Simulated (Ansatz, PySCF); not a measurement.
CH10FNSi3, SMILES C[Si@H](N[SiH3])[SiH2]F. Atoms are numbered in the order given.

```xyz
16

C     -1.5743     2.0379    -0.6511
Si    -0.4048     1.0897     0.4839
N      1.2488     1.0500    -0.0874
Si     2.0296    -0.1408    -1.0973
Si    -1.1402    -1.1419     0.7060
F      0.1904    -2.0664     0.9779
H     -1.2425     3.0824    -0.7697
H     -2.5997     2.0505    -0.2446
H     -1.6069     1.5755    -1.6508
H     -0.4057     1.7479     1.8272
H      1.8442     1.7997     0.2595
H      2.7837     0.5238    -2.2035
H      0.9477    -0.9810    -1.6824
H      2.9918    -1.0112    -0.3608
H     -2.0647    -1.3295     1.8632
H     -1.8149    -1.6663    -0.5177
```

Coordinates come from a B3LYP-D3(BJ)/def2-SVP optimisation. The structure was generated by enumeration; whether it is a known compound was not checked. The values are those of a single conformer.

Two levels are set side by side: PBE-D3(BJ)/def2-SVP (Ansatz, an electronic-structure program) and B3LYP-D3(BJ)/def2-SVP (Ansatz). Each level has its own optimised geometry; the coordinates shown are those of the second. Frequencies come from the Hessian of PySCF at each geometry. Differences are taken from unrounded values.

```json
[
 {"quantity": "mean bond length (Å)", "B3LYP-D3(BJ)": "1.511"},
 {"quantity": "bond C1–Si2 (Å)", "B3LYP-D3(BJ)": "1.885"},
 {"quantity": "bond Si2–N3 (Å)", "B3LYP-D3(BJ)": "1.750"},
 {"quantity": "bond Si2–Si5 (Å)", "B3LYP-D3(BJ)": "2.360"},
 {"quantity": "bond N3–Si4 (Å)", "B3LYP-D3(BJ)": "1.746"},
 {"quantity": "bond Si5–F6 (Å)", "B3LYP-D3(BJ)": "1.643"},
 {"quantity": "bond C1–H7 (Å)", "B3LYP-D3(BJ)": "1.102"},
 {"quantity": "bond C1–H8 (Å)", "B3LYP-D3(BJ)": "1.103"},
 {"quantity": "bond C1–H9 (Å)", "B3LYP-D3(BJ)": "1.102"},
 {"quantity": "bond Si2–H10 (Å)", "B3LYP-D3(BJ)": "1.496"},
 {"quantity": "bond N3–H11 (Å)", "B3LYP-D3(BJ)": "1.018"},
 {"quantity": "bond Si4–H12 (Å)", "B3LYP-D3(BJ)": "1.495"},
 {"quantity": "bond Si4–H13 (Å)", "B3LYP-D3(BJ)": "1.490"},
 {"quantity": "bond Si4–H14 (Å)", "B3LYP-D3(BJ)": "1.492"},
 {"quantity": "bond Si5–H15 (Å)", "B3LYP-D3(BJ)": "1.493"},
 {"quantity": "bond Si5–H16 (Å)", "B3LYP-D3(BJ)": "1.493"},
 {"quantity": "highest harmonic wavenumber (cm⁻¹)", "B3LYP-D3(BJ)": "3570"},
 {"quantity": "mean harmonic wavenumber (cm⁻¹)", "B3LYP-D3(BJ)": "1123"},
 {"quantity": "zero-point energy (kcal/mol)", "B3LYP-D3(BJ)": "67.45"}
]
```

Task: What does PBE-D3(BJ) give, and how far is it from B3LYP-D3(BJ)? (An estimate is asked for; the answer gives what the named calculation found.)

Result: 
| quantity | PBE-D3(BJ) | PBE-D3(BJ) minus B3LYP-D3(BJ) |
|---|---|---|
| mean bond length (Å) | 1.521 | 0.010 |
| bond C1–Si2 (Å) | 1.891 | 0.005 |
| bond Si2–N3 (Å) | 1.760 | 0.010 |
| bond Si2–Si5 (Å) | 2.367 | 0.007 |
| bond N3–Si4 (Å) | 1.754 | 0.008 |
| bond Si5–F6 (Å) | 1.654 | 0.011 |
| bond C1–H7 (Å) | 1.109 | 0.007 |
| bond C1–H8 (Å) | 1.110 | 0.007 |
| bond C1–H9 (Å) | 1.109 | 0.007 |
| bond Si2–H10 (Å) | 1.509 | 0.014 |
| bond N3–H11 (Å) | 1.025 | 0.007 |
| bond Si4–H12 (Å) | 1.508 | 0.013 |
| bond Si4–H13 (Å) | 1.504 | 0.014 |
| bond Si4–H14 (Å) | 1.506 | 0.014 |
| bond Si5–H15 (Å) | 1.507 | 0.014 |
| bond Si5–H16 (Å) | 1.507 | 0.015 |
| highest harmonic wavenumber (cm⁻¹) | 3506 | -63 |
| mean harmonic wavenumber (cm⁻¹) | 1089 | -34 |
| zero-point energy (kcal/mol) | 65.41 | -2.04 |

GGA bonds tend to be longer and softer than those of functionals with exact exchange. Differences between two approximate levels are no errors against the true value.
